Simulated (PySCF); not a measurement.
Species: C5H12N2Si.
SMILES with atom numbers: `[CH3:1][Si@:2]1([NH2:3])[NH:4][CH2:5][C:6]12[CH2:7][CH2:8]2`

Structure used (GFN2-xTB), in Å, numbered top down from 1:
```xyz
20
C5H12N2Si angstrom
C      2.0529    0.6458    1.2465
Si     0.9842   -0.0079   -0.1761
N      1.6920   -1.4992   -0.6669
N      0.4270    1.1012   -1.3813
C     -1.0012    1.0336   -1.1128
C     -0.9044   -0.0359   -0.0370
C     -1.8248   -0.1173    1.1377
C     -1.8580   -1.1806    0.0851
H      3.0332    0.9334    0.8817
H      1.6057    1.5137    1.7180
H      2.1941   -0.1149    2.0056
H      2.6803   -1.6532   -0.5696
H      1.3229   -1.9972   -1.4594
H      0.8026    1.8300   -1.9634
H     -1.5705    0.7269   -1.9983
H     -1.4123    1.9811   -0.7448
H     -1.4094   -0.3606    2.1046
H     -2.6522    0.5772    1.1842
H     -2.7087   -1.2103   -0.5812
H     -1.4585   -2.1549    0.3243
```

Probes without a nucleus sit at each ring's centroid and 1 Å off its mean plane on both sides; NICS is minus the shielding there, NICSzz its component along the normal. Level: GIAO PBE0/pcSseg-1 (PySCF, non-relativistic, gas phase) on the GFN2-xTB geometry, one conformer.

Ring bond lengths (Å), with Mayer bond orders in brackets: Si2–N4 1.730 (1.02), N4–C5 1.455 (0.98), C5–C6 1.520 (1.00), C6–Si2 1.894 (0.75); C6–C7 1.495 (0.94), C7–C8 1.497 (0.99), C8–C6 1.495 (0.93).

Problem. What do the NICS probes read (ppm)?

Solution. 
```
        ring                                                    type  NICS(0)  NICS(1), two faces  NICS(1)zz, two faces  rms pucker (Å)  centre to ring atoms, mean (Å)
Si2–N4–C5–C6  4-membered ring with N and Si; formal bonds all single     -5.5         -1.0 / -1.0             0.6 / 0.2            0.02                            1.16
    C6–C7–C8          3-membered carbocycle; formal bonds all single    -44.6         -9.0 / -8.5         -22.6 / -21.2            0.00                            0.86
```

Problem. What do they say, and how far can they be read as aromaticity?

Solution. 
- Si2–N4–C5–C6: mean NICS(1)zz 0.4 ppm, near zero. Si2, C5, C6 have four or more neighbours, so the value isn't read as a sign of a π ring current.
- C6–C7–C8: mean NICS(1)zz -21.9 ppm, shielded. C6, C7, C8 have four or more neighbours; no verdict on aromaticity is drawn. NICS(0) lies 36 ppm below the mean NICS(1).

Problem. Give the inner angles of the rings and the Hirshfeld charges of the ring atoms.

Solution. 
- Si2–N4–C5–C6: Si2 74.9° (+0.440 e), N4 99.1° (-0.264 e), C5 95.8° (-0.034 e), C6 90.1° (-0.093 e); sum 359.8° against 360° for a flat convex ring.
- C6–C7–C8: C6 60.1° (-0.093 e), C7 60.0° (-0.096 e), C8 60.0° (-0.096 e); sum 180.0° against 180° for a flat convex ring.

Problem. How shielded are the nuclei of the rings and their hydrogens (means over atoms taken as equivalent)?

Solution. 
| atoms | environment | σ isotropic (ppm) |
| --- | --- | --- |
| Si2 | four-coordinate silicon | 353.4 |
| N4 | silicon-bound nitrogen | 210.0 |
| C5 | sp3 carbon bound to nitrogen | 132.4 |
| C6 | sp3 carbon bound to silicon | 168.8 |
| C7 | three-membered-ring carbon | 176.8 |
| C8 | three-membered-ring carbon | 176.1 |
| H14 | N–H hydrogen | 30.79 |
| H15 | methylene hydrogen | 28.42 |
| H16 | methylene hydrogen | 28.32 |
| H17 | methylene hydrogen | 31.16 |
| H18 | methylene hydrogen | 31.26 |
| H19 | methylene hydrogen | 31.29 |
| H20 | methylene hydrogen | 30.99 |

Time: 70 s wall; peak memory 0.92 GiB. Hardware: one thread, Arm Neoverse N1 (aarch64), shared host. This is the whole shielding run at PBE0/pcSseg-1, SCF included.
